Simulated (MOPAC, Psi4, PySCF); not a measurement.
Relaxed torsion scan: SMILES c1ccc(-c2cccc(-c3ccccn3)n2)nc1 (C₁₅H₁₁N₃). Scanned: dihedral N16–C5–C4–N17; all other coordinates were relaxed at GFN2-xTB. Points at φ and −φ are mirror images. Heavy atoms are numbered in the order of the SMILES c1ccc(-c2cccc(-c3ccccn3)n2)nc1, hydrogens after them in the order of the atoms that carry them; the mirror image has the same energies with the sign of each dihedral reversed.

Levels of theory: RKS-M06-2X/6-31G* = PySCF with restricted M06-2X/6-31G*, spherical d, density fitting // GFN2-xTB; PBE-D3(BJ)/def2-SVP // GFN2-xTB (Psi4); PM7, restricted, heats of formation // GFN2-xTB (MOPAC).

Energies in kJ/mol, each method relative to its own lowest point.

```
φ / °  RKS-M06-2X/6-31G*  PBE-D3(BJ)/def2-SVP   PM7
-----  -----------------  -------------------  ----
-150                 5.3                  7.2   0.4
-120                22.4                 25.7   4.3
-90                 35.3                 39.1   9.0
-60                 29.6                 33.6  13.6
-30                 24.8                 26.8  21.8
0                   29.2                 28.3  30.4
30                  24.8                 26.8  21.8
60                  29.6                 33.6  13.6
90                  35.3                 39.1   9.0
120                 22.4                 25.7   4.3
150                  5.3                  7.2   0.4
180                  0.0                  0.0   0.0
```
